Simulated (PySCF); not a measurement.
Which level of theory gave which numbers?

C4H5FOSi.
InChI=1S/C4H5FOSi/c1-3-7(6)4(2)5/h1,6-7H,2H2/t7-/m1/s1

The closed-shell ground state was solved 5 times with PySCF (density fitting, gas phase), always in the pcSseg-1 basis (151 functions), with these functionals: B97-2, HF, KT2, PBE0 and wB97X-D. Isolated species at its PBE0-D3(BJ)/def2-SVP geometry (one conformer only).

```tsv
row	total energy (Eh)	HOMO (eV)	LUMO (eV)	dipole (D)
P	-627.5749	-6.57	-1.86	1.08
Q	-619.7935	-9.68	0.86	1.23
R	-619.4185	-7.80	-0.91	1.19
S	-617.5206	-10.43	2.74	1.42
T	-619.8044	-7.53	-0.93	1.18
```

Problem. Which functional belongs to which row?

Solution. P = KT2, Q = wB97X-D, R = PBE0, S = HF, T = B97-2. By rising HOMO–LUMO gap: KT2 (GGA) 4.71 eV; B97-2 (global hybrid, 21 % exact exchange) 6.60 eV; PBE0 (global hybrid, 25 % exact exchange) 6.89 eV; wB97X-D (range-separated hybrid) 10.54 eV; HF (all exact exchange) 13.17 eV. Total energies of different functionals aren't bounds to one another; each is stationary for its own functional.

Shape of the structure used: `[CH:1]#[C:2][Si@@H:3]([OH:4])[C:5](=[CH2:6])[F:7]`: C2–Si3–C5–C6 123°, H–O4–Si3–C2 35°.

The pairwise dispersion term of wB97X-D wasn't added to the energies; at a given geometry it leaves orbitals and properties as they are.
